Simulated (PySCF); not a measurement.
Molecule: `CNC1CCCCC1`, C7H15N.

Atom-mapped SMILES (the numbers label the heavy atoms): `[CH3:1][NH:2][CH:3]1[CH2:4][CH2:5][CH2:6][CH2:7][CH2:8]1` (H(Xn): hydrogen on atom n). Ha(C4), Ha(C5), Ha(C6), Ha(C7), Ha(C8) are cis to N2 on the ring; Hb(C4), Hb(C5), Hb(C6), Hb(C7), Hb(C8) are trans to N2 on the ring.

Geometry PBE0-D3(BJ)/def2-SVP throughout; GIAO in PySCF 2.14, gas phase, one conformer, non-relativistic; equivalent atoms averaged; basis pcSseg-1.

(1) How do the absolute shieldings σ depend on the functional? (a selection of nuclei; ppm; last column core-seconds on shared hosts with different chips, so compare them loosely)

(2) Which nucleus among those listed moves most, in ppm?

Results:

(1) 
| functional | kind | C4/C8 | C1 | C6 | C5/C7 | N2 | Hb(C4)/Hb(C8) | Hb(C6) | Hb(C5)/Hb(C7) | H(N2) | core-s |
| --- | --- | --- | --- | --- | --- | --- | --- | --- | --- | --- | --- |
| PBE | GGA | 142.8 | 143.7 | 149.4 | 151.0 | 196.9 | 29.47 | 29.61 | 29.88 | 31.39 | 54 |
| BP86 | GGA | 142.6 | 143.1 | 149.3 | 150.8 | 197.7 | 29.54 | 29.68 | 29.96 | 31.44 | 81 |
| KT3 | GGA | 146.3 | 146.5 | 151.9 | 153.1 | 197.1 | 29.65 | 29.75 | 29.98 | 31.50 | 54 |
| B97-D | GGA | 142.3 | 142.6 | 148.5 | 149.9 | 196.3 | 29.69 | 29.82 | 30.09 | 31.54 | 82 |
| B3LYP | global hybrid | 142.3 | 143.1 | 149.0 | 150.6 | 199.0 | 29.75 | 29.86 | 30.17 | 31.62 | 56 |
| PBE0 | global hybrid | 149.3 | 149.2 | 155.9 | 157.3 | 207.2 | 29.66 | 29.77 | 30.09 | 31.52 | 36 |
| B97-2 | global hybrid | 148.7 | 148.3 | 155.0 | 156.3 | 205.6 | 29.78 | 29.88 | 30.18 | 31.59 | 59 |
| CAM-B3LYP | range-separated hybrid | 146.7 | 147.2 | 153.7 | 155.3 | 206.8 | 29.75 | 29.85 | 30.18 | 31.60 | 46 |
| LC-wPBE | range-separated hybrid | 155.9 | 154.5 | 162.9 | 164.2 | 219.4 | 29.84 | 29.94 | 30.29 | 31.62 | 96 |

(2) N2 (amine nitrogen): from 196.3 ppm with B97-D to 219.4 ppm with LC-wPBE. The smallest spread is 0.23 ppm, at H(N2). Proton shifts span only some 12 ppm, so a few tenths of a ppm matter as much there as several ppm in carbon.
